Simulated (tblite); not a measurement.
Run record: tight-binding relaxation, `[Br][Ga]1[CH]=CCC[CH2]1`.

Computed with GFN2-xTB geometry optimisation, gas phase (tblite 0.8.0). Start geometry: from a force field or distance geometry. The command runs a driver script over a list of jobs; the input below is this job's line of settings and its coordinates in Å.

Command:
```bash
OMP_NUM_THREADS=1 python probes_run.py task.json out
```

Input:
```
{"job": {"kind": "relax", "xc": "GFN2-xTB", "basis": "xTB"}, "charge": 0, "multiplicity": 1}
Br    -1.953300     3.067500     0.000600
Ga    -0.372300     1.467300     1.326600
C      1.535500     1.046600     0.436900
C      1.704500    -0.037400    -0.340400
C      0.588700    -0.999500    -0.564000
C     -0.801200    -0.416400    -0.463200
C     -1.367200    -0.402600     0.900000
H      2.286100     1.769300     0.642800
H      2.698800    -0.253500    -0.788500
H      0.675700    -1.267900    -1.654400
H      0.698700    -1.961700    -0.028900
H     -0.795900     0.561400    -0.934600
H     -1.445800    -1.071100    -1.087900
H     -2.458500    -0.287800     0.971900
H     -0.998000    -1.206200     1.561200
```

Output:
```
step      E/eV     max force
  0    -545.06615    2.223
  1    -545.27858    1.374
  2    -545.43404    1.207
  3    -545.57691    1.105
  4    -545.64901    0.976
  5    -545.68821    0.526
  6    -545.71831    0.507
  7    -545.74002    0.421
  8    -545.76220    0.413
  9    -545.77668    0.349
... (85 lines left out)
 95    -546.19236    0.011
 96    -546.19239    0.012
 97    -546.19242    0.016
 98    -546.19245    0.017
 99    -546.19248    0.016
100    -546.19252    0.012
101    -546.19255    0.014
102    -546.19259    0.014
103    -546.19261    0.011
104    -546.19262    0.007
```

«max force» is the largest atomic force in eV/Å.

Problem. From which step on does the largest force stay under 0.1 eV/Å, and how much energy is left to gain from there?

Solution. From step 64 (0.099 eV/Å), 16.1 meV above the end.

Summary of the converged run: energy lowered by 26.0 kcal/mol over 104 steps; largest atomic force 0.007 eV/Å at the end.

Problem. Give the final coordinates.

Solution. 0.902 Å rms from the input after alignment:
```
atom  x, y, z in Å
Br1   -1.0172    3.2562    2.3171
Ga2   -0.4316    1.4696    0.9839
C3     1.3544    1.3079    0.0748
C4     1.5986    0.1128   -0.4610
C5     0.6964   -1.0898   -0.3525
C6    -0.7842   -0.8148   -0.6702
C7    -1.5504   -0.1785    0.4984
H8     2.0739    2.1121   -0.0676
H9     2.5212   -0.0584   -1.0118
H10    1.0630   -1.8588   -1.0362
H11    0.7664   -1.4971    0.6634
H12   -0.8354   -0.1572   -1.5452
H13   -1.2615   -1.7619   -0.9434
H14   -2.5792    0.0545    0.1967
H15   -1.6189   -0.8886    1.3317
```

Problem. Estimate the wall time. Hardware: one thread, Arm Neoverse N1 (aarch64), on a shared host.

Solution. About 1.3 s.
Labels such as C1 count atoms from 1, the log's own numbers from 0.
